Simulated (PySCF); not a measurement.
The complex [NbCl6]2- (charge -2) contains Nb(IV), shell d1. The structure is a PBE0-D3(BJ)/def2-SVP, IEF-PCM water geometry optimised for multiplicity 2; coordination octahedral, point group D2h, metal–donor distances 2.42–2.44 Å.

The d shell alone is too small an active space for [NbCl6]2- (an active orbital has only 0.63 squared overlap with the free ion's shell): its levels, fitted parameters, g values and moments show what this model gives and aren't sound predictions.

Method (PySCF 2.14, density fitting): CASSCF(1,5) with orbitals averaged over all microstates of the shell, strongly contracted NEVPT2 on the averaged canonical orbitals; basis x2c-TZVPall on the metal, x2c-SVPall elsewhere; spin-free X2C; IEF-PCM water; spin-orbit coupling by state interaction with the mean-field operator over all roots.

CASSCF energies above the lowest CASSCF root:

```csv
state,CASSCF / cm⁻¹
2B2g (from 2T2g),0
2B3g (from 2T2g),138
2Ag (from 2T2g),217
2Ag (from 2Eg),23396
2B1g (from 2Eg),24265
```

How does dynamic correlation (SC-NEVPT2) move these states?


| state | NEVPT2 / cm⁻¹ | shift / cm⁻¹ |
| --- | --- | --- |
| 2B2g (from 2T2g) | 0 | 0 |
| 2B3g (from 2T2g) | 121 | -17 |
| 2Ag (from 2T2g) | 212 | -5 |
| 2Ag (from 2Eg) | 25014 | +1618 |
| 2B1g (from 2Eg) | 25854 | +1589 |

In the ligand-field fit 10Dq goes from 23712 to 25323 cm⁻¹. The symmetry is lower than cubic, so 10Dq is the difference of the means of the two sets.

No frequencies were computed for the optimised geometry. Charge-transfer states lie outside this active space and may come lower than some of these levels. 2B3g (from 2T2g) (121 cm⁻¹), 2Ag (from 2T2g) (212 cm⁻¹) lie within 300 cm⁻¹ of 2B2g (from 2T2g) at NEVPT2 level, inside the method's error: they are parts of one split term, whose order is undecided. NEVPT2 on the d shell alone tends to put d–d bands too high for such charged or covalently bound ions.
